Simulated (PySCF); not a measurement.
AlBr₃, charge +1, doublet, at a GFN2-xTB geometry (such geometries of metal compounds can be far from the true shape) (a state made from the parent by changing its charge; the spin is typed, not shown lowest); DF-B3LYP/6-31G* in PySCF.

PySCF was given this input:
```python
from pyscf import gto, scf, dft

mol = gto.M(
    atom='''
Al    0.000000   -0.000000    0.000000
Br   -1.815629   -1.351222   -0.105452
Br   -0.015591    2.003118   -1.058633
Br    1.831221   -0.651896    1.164085
''',
    basis='6-31g*',
    charge=1,
    spin=1,
    verbose=4,
)

mf = dft.UKS(mol)
mf.xc = 'b3lyp'
mf = mf.density_fit(auxbasis='def2-universal-jkfit')
mf.kernel()
```

Question: Write the output that PySCF gives for this input, abridged.

Answer: 
```
PySCF version 2.14.0

[INPUT] verbose = 4
[INPUT] num. atoms = 4
[INPUT] num. electrons = 117
[INPUT] charge = 1
[INPUT] spin (= nelec alpha-beta = 2S) = 1
[INPUT] symmetry False subgroup None
[INPUT] Mole.unit = angstrom
[INPUT] Symbol           X                Y                Z      unit          X                Y                Z       unit  Magmom
[INPUT]  1 Al     0.000000000000   0.000000000000   0.000000000000 AA    0.000000000000   0.000000000000   0.000000000000 Bohr   0.0
[INPUT]  2 Br    -1.815629000000  -1.351222000000  -0.105452000000 AA   -3.431041553818  -2.553439513487  -0.199275399288 Bohr   0.0
[INPUT]  3 Br    -0.015591000000   2.003118000000  -1.058633000000 AA   -0.029462720008   3.785344415187  -2.000526436427 Bohr   0.0
[INPUT]  4 Br     1.831221000000  -0.651896000000   1.164085000000 AA    3.460506163552  -1.231904901699   2.199801835714 Bohr   0.0

nuclear repulsion = 814.365996366869
number of shells = 44
number of NR pGTOs = 336
number of NR cGTOs = 114
basis = 6-31g*
ecp = {}

******** <class 'pyscf.df.df_jk.DFUKS'> ********
method = DFUKS
initial guess = minao
damping factor = 0
level_shift factor = 0
DIIS = <class 'pyscf.scf.diis.CDIIS'>
diis_start_cycle = 1
diis_space = 8
diis_damp = 0
SCF conv_tol = 1e-09
SCF conv_tol_grad = None
SCF max_cycles = 50
direct_scf = False
number electrons alpha = 59  beta = 58
XC library pyscf.dft.libxc version 7.1.2
    S. Lehtola, C. Steigemann, M. J. T. Oliveira, and M. A. L. Marques,  SoftwareX 7, 1–5 (2018)
XC functionals = b3lyp
    P. J. Stephens, F. J. Devlin, C. F. Chabalowski, and M. J. Frisch,  J. Phys. Chem. 98, 11623 (1994)
radial grids:
    Treutler-Ahlrichs [JCP 102, 346 (1995); DOI:10.1063/1.469408] (M4) radial grids

becke partition: Becke, JCP 88, 2547 (1988); DOI:10.1063/1.454033
pruning grids: <function nwchem_prune>
grids dens level: 3
symmetrized grids: False
atomic radii adjust function: <function treutler_atomic_radii_adjust>
small_rho_cutoff = 0
Set gradient conv threshold to 3.16228e-05
tot grids = 80456
******** <class 'pyscf.df.df.DF'> ********
auxbasis = def2-universal-jkfit
init E= -7961.38954661466

cycle= 1 E= -7963.83598005479  delta_E= -2.45  |g|= 0.25  |ddm|= 1.71
cycle= 2 E= -7963.81599654416  delta_E= 0.02  |g|= 0.292  |ddm|= 0.823
cycle= 3 E= -7963.87507353236  delta_E= -0.0591  |g|= 0.0595  |ddm|= 0.475
cycle= 4 E= -7963.87630287208  delta_E= -0.00123  |g|= 0.00696  |ddm|= 0.066
cycle= 5 E= -7963.87632058247  delta_E= -1.77e-05  |g|= 0.000792  |ddm|= 0.0093
cycle= 6 E= -7963.87632133791  delta_E= -7.55e-07  |g|= 0.00021  |ddm|= 0.0023
cycle= 7 E= -7963.87632123916  delta_E= 9.88e-08  |g|= 0.00041  |ddm|= 0.0013
cycle= 8 E= -7963.87632138361  delta_E= -1.44e-07  |g|= 0.000102  |ddm|= 0.00111
cycle= 9 E= -7963.87632139281  delta_E= -9.19e-09  |g|= 8.3e-06  |ddm|= 0.000233
cycle= 10 E= -7963.87632139295  delta_E= -1.42e-10  |g|= 1.23e-06  |ddm|= 3.24e-05
Extra cycle  E= -7963.87632139293  delta_E= 2e-11  |g|= 2.58e-06  |ddm|= 7.93e-06
converged SCF energy = -7963.87632139293  <S^2> = 0.75348697  2S+1 = 2.0034839
```
